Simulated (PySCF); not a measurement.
Simulated outer-valence photoelectron spectrum of `[PH2][GeH2][PH2]`. Computed with EOM-IP-CCSD/aug-cc-pVDZ in PySCF, restricted Hartree–Fock reference, 19 core orbitals frozen, non-relativistic, gas phase, PBE0-D3(BJ)/def2-SVP geometry.

Each root has a Gaussian of 0.4 eV full width with its one-hole share as area; cross sections and vibrations are left out, and the highest printed point is 100.

```json
{"ionisation energy (eV)": "8.4", "intensity": "0"}
{"ionisation energy (eV)": "8.6", "intensity": "9"}
{"ionisation energy (eV)": "8.8", "intensity": "40"}
{"ionisation energy (eV)": "9.0", "intensity": "47"}
{"ionisation energy (eV)": "9.2", "intensity": "14"}
{"ionisation energy (eV)": "9.4", "intensity": "1"}
{"ionisation energy (eV)": "9.6", "intensity": "0"}
{"ionisation energy (eV)": "9.8", "intensity": "0"}
{"ionisation energy (eV)": "10.0", "intensity": "0"}
{"ionisation energy (eV)": "10.2", "intensity": "1"}
{"ionisation energy (eV)": "10.4", "intensity": "12"}
{"ionisation energy (eV)": "10.6", "intensity": "56"}
{"ionisation energy (eV)": "10.8", "intensity": "87"}
{"ionisation energy (eV)": "11.0", "intensity": "52"}
{"ionisation energy (eV)": "11.2", "intensity": "11"}
{"ionisation energy (eV)": "11.4", "intensity": "6"}
{"ionisation energy (eV)": "11.6", "intensity": "47"}
{"ionisation energy (eV)": "11.8", "intensity": "100"}
{"ionisation energy (eV)": "12.0", "intensity": "57"}
{"ionisation energy (eV)": "12.2", "intensity": "9"}
{"ionisation energy (eV)": "12.4", "intensity": "0"}
{"ionisation energy (eV)": "12.6", "intensity": "0"}
{"ionisation energy (eV)": "12.8", "intensity": "2"}
{"ionisation energy (eV)": "13.0", "intensity": "20"}
{"ionisation energy (eV)": "13.2", "intensity": "51"}
{"ionisation energy (eV)": "13.4", "intensity": "34"}
{"ionisation energy (eV)": "13.6", "intensity": "29"}
{"ionisation energy (eV)": "13.8", "intensity": "51"}
{"ionisation energy (eV)": "14.0", "intensity": "27"}
{"ionisation energy (eV)": "14.2", "intensity": "4"}
{"ionisation energy (eV)": "14.4", "intensity": "0"}
{"ionisation energy (eV)": "14.6", "intensity": "0"}
{"ionisation energy (eV)": "14.8", "intensity": "0"}
{"ionisation energy (eV)": "15.0", "intensity": "0"}
{"ionisation energy (eV)": "15.2", "intensity": "0"}
{"ionisation energy (eV)": "15.4", "intensity": "0"}
{"ionisation energy (eV)": "15.6", "intensity": "0"}
{"ionisation energy (eV)": "15.8", "intensity": "0"}
{"ionisation energy (eV)": "16.0", "intensity": "0"}
{"ionisation energy (eV)": "16.2", "intensity": "0"}
{"ionisation energy (eV)": "16.4", "intensity": "5"}
{"ionisation energy (eV)": "16.6", "intensity": "29"}
{"ionisation energy (eV)": "16.8", "intensity": "40"}
{"ionisation energy (eV)": "17.0", "intensity": "14"}
{"ionisation energy (eV)": "17.2", "intensity": "1"}
```

Task: Where are the maxima, and how many lines lie under the curve?

Result: 6 maxima, at 8.9, 10.8, 11.8, 13.2, 13.8 and 16.8 eV, from 8 lines. At this width some lines have no maximum of their own.

Task: List the lines with their holes.

Result: 
```json
{"E (eV)": "8.92", "leading hole (HF orbital)": "HOMO", "area": "0.95", "Koopmans (eV)": "9.30"}
{"E (eV)": "10.69", "leading hole (HF orbital)": "HOMO-1", "area": "0.93", "Koopmans (eV)": "11.26"}
{"E (eV)": "10.89", "leading hole (HF orbital)": "HOMO-2", "area": "0.95", "Koopmans (eV)": "11.55"}
{"E (eV)": "11.78", "leading hole (HF orbital)": "HOMO-3", "area": "0.94", "Koopmans (eV)": "12.50"}
{"E (eV)": "11.85", "leading hole (HF orbital)": "HOMO-4", "area": "0.94", "Koopmans (eV)": "12.69"}
{"E (eV)": "13.23", "leading hole (HF orbital)": "HOMO-5", "area": "0.94", "Koopmans (eV)": "14.11"}
{"E (eV)": "13.81", "leading hole (HF orbital)": "HOMO-6", "area": "0.93", "Koopmans (eV)": "14.75"}
{"E (eV)": "16.75", "leading hole (HF orbital)": "HOMO-7", "area": "0.77", "Koopmans (eV)": "18.64"}
```

The widest gap, 2.94 eV, lies between 13.81 and 16.75 eV. Only orbitals with −ε under 21 eV, eight at most, were ionised, so the high end of the curve may lack lines.

Shape of the structure used: `[PH2:1][GeH2:2][PH2:3]`: H–P1–Ge2–P3 41°, H–P1–Ge2–P3 -53°, H–P3–Ge2–P1 -49°, H–P3–Ge2–P1 45°.

One conformer stands for the species.
